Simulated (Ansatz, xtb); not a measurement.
# ClH8NSi3: which of two isomers lies lower

We compare I, `[SiH3][SiH2]N[SiH2]Cl`, a singlet, with II, `[SiH3]N([SiH3])[SiH2]Cl`, a singlet. Both are isolated molecules in the gas phase, relaxed with B3LYP/6-31G*; the shapes shown needn't be the lowest conformers.

I (Å):

```yaml
atoms:
  - { symbol: Cl, position_ang: [0.1586, 2.5637, -2.6712] }
  - { symbol: N, position_ang: [0.0725, -0.4043, -1.4558] }
  - { symbol: Si, position_ang: [2.1673, 0.0231, 1.2535] }
  - { symbol: Si, position_ang: [1.5472, -1.0579, -0.7455] }
  - { symbol: Si, position_ang: [-0.1156, 0.5006, -2.9110] }
  - { symbol: H, position_ang: [1.0463, -0.0258, 2.2356] }
  - { symbol: H, position_ang: [2.5122, 1.4501, 1.0116] }
  - { symbol: H, position_ang: [3.3454, -0.6575, 1.8627] }
  - { symbol: H, position_ang: [2.6052, -0.8951, -1.7778] }
  - { symbol: H, position_ang: [1.3757, -2.5153, -0.4753] }
  - { symbol: H, position_ang: [-0.7537, -0.4408, -0.8634] }
  - { symbol: H, position_ang: [-1.5012, 0.3418, -3.4075] }
  - { symbol: H, position_ang: [0.9068, 0.0608, -3.8824] }
```

II (Å):

```
atom    x (Å)    y (Å)    z (Å)
  Cl  -0.9814   2.3304  -1.2480
   N   1.0669  -0.0933  -0.9576
  Si   2.2112   0.2825   0.3307
  Si   0.4163  -1.7304  -1.0680
  Si   0.5205   1.1254  -2.0597
   H   2.7242   1.6566   0.1018
   H   3.3421  -0.6832   0.3050
   H   1.5740   0.2108   1.6713
   H   1.1083  -2.5271  -2.1162
   H  -1.0327  -1.6871  -1.3885
   H   0.6210  -2.3956   0.2449
   H   1.6228   2.0425  -2.4204
   H  -0.0678   0.4655  -3.2471
```

Q: Estimate E(II) − E(I) at the level CCSD(T)/def2-SVP + ΔMP2/def2-TZVPP.

A: Calculated at CCSD(T)/def2-SVP + ΔMP2/def2-TZVPP: E(II) − E(I) = −61.5 kJ/mol, so structure II lies lower.

How the difference moves with the method:

```
                             level      geometry  E(II) − E(I) (kJ/mol)  departure from the last row (kJ/mol)  job, with rough time for the two
                      B3LYP/6-31G*  B3LYP/6-31G*                   −42.4                                 +19.0             optimisation, 4.9 min
                       HF/def2-SVP  B3LYP/6-31G*                   −62.0                                  −0.5           part of the CCSD(T) run
                      MP2/def2-SVP  B3LYP/6-31G*                   −65.8                                  −4.4           part of the CCSD(T) run
                  CCSD(T)/def2-SVP  B3LYP/6-31G*                   −59.4                                  +2.0                      single point
CCSD(T)/def2-SVP + ΔMP2/def2-TZVPP  B3LYP/6-31G*                   −61.5                                                      single point, 46 s
```

As drawn, II has 1 N–Si, 1 Si–H in place of 1 Si–Si, 1 N–H.

The levels shown agree on the order. The largest departure from CCSD(T)/def2-SVP + ΔMP2/def2-TZVPP is that of B3LYP/6-31G*, 19.0 kJ/mol. Levels run at GFN2-xTB geometries aren't shown. The last row adds to CCSD(T) the change of the MP2 difference between the two basis sets, here −2.0 kJ/mol.

With harmonic frequencies from B3LYP/6-31G* (ideal gas, rigid rotor, one conformer each, 298.15 K, 1 atm): on the last row, ΔE + ΔZPE = −64.2 kJ/mol. A mode under 50 cm⁻¹ makes harmonic enthalpies and free energies unreliable, so none is given.

The correlated steps freeze 21 core orbitals. Run with Ansatz 0.2.0; the last row on 2 threads of Intel(R) Xeon(R) Platinum 8259CL CPU @ 2.50GHz (Skylake/Cascade Lake) on a shared host.
